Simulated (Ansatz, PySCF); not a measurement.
Stretching the B1–H2 bond in BCl2H (SMILES ClBCl) (multiplicity 1 held, fragments rigid). Energies count from the point at 1.182 Å.
Geometry at that point (charge 0, multiplicity 1):
```tsv
atom	x (Å)	y (Å)	z (Å)
B	-0.4996	-0.3156	-0.3776
H	-1.3415	-0.8474	-1.0138
Cl	-0.3583	1.4202	-0.4187
Cl	0.5841	-1.2776	0.5894
```

R- and RO- levels are restricted; in cc, def2 and unpolarised 6-31G sets they are followed outwards from rest. Active spaces are followed from a long bond inwards. Levels need not reach the same state.

Cores are frozen in the correlated methods. Rows in 6-31G* carry no dispersion term and start afresh at each structure (6-31G* with six Cartesian d functions).

Codes used: Ansatz (Gaussian orbitals); PySCF for 6-31G* rows. Values without a source in brackets are computed.

**Question.** What energy at R = 3.781 Å does R-HF/6-31G* give?

**Answer.** 189.5 kcal/mol

**Question.** Predict the energy at R = 3.781 Å from FIC-MRCISD+Q on CASSCF(2,2)/cc-pV(T+d)Z.

**Answer.** 108.6 kcal/mol

**Question.** What is the computed energy at R = 3.781 Å (R-r2SCAN/cc-pV(T+d)Z)?

**Answer.** 137.1 kcal/mol

Doubts at one or more of the structures used: a restricted determinant that unrestricted orbitals would lower (R-HF/6-31G*, R-r2SCAN/cc-pV(T+d)Z).

Ansatz is a quantum-chemistry and plane-wave program.
